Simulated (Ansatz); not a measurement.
Basis-set series for `[CH]1=[CH][GaH]1`. The species carries charge 0 and has multiplicity 1. All single points use the PBE0-D4/def2-TZVP geometry.

```xyz
6

C     0.170    0.810    0.311
C     0.766   -0.173   -0.407
Ga   -0.984   -0.670    0.101
H     0.532    1.790    0.619
H     1.757   -0.230   -0.855
H    -2.241   -1.527    0.231
```

| functional | basis | functions | energy (Eh) | HOMO (eV) | LUMO (eV) |
| --- | --- | --- | --- | --- | --- |
| PBE0-D4 | def2-SVP | 75 | -2002.11479 | -6.23 | -0.67 |
| PBE0-D4 | def2-TZVPP | 152 | -2002.44692 | -6.24 | -0.76 |
| ωB97M-V | def2-SVP | 75 | -2002.31951 | -8.36 | 1.04 |
| ωB97M-V | def2-TZVPP | 152 | -2002.65427 | -8.38 | 0.91 |

Give the rows for def2-QZVPP. (Best estimate.)

Computed: 
| functional | basis | functions | energy (Eh) | HOMO (eV) | LUMO (eV) |
| --- | --- | --- | --- | --- | --- |
| PBE0-D4 | def2-QZVPP | 293 | -2002.49454 | -6.26 | -0.83 |
| ωB97M-V | def2-QZVPP | 293 | -2002.70033 | -8.40 | 0.63 |

Positive LUMOs are unbound and depend on the basis. Scalar relativity is left out up to krypton.
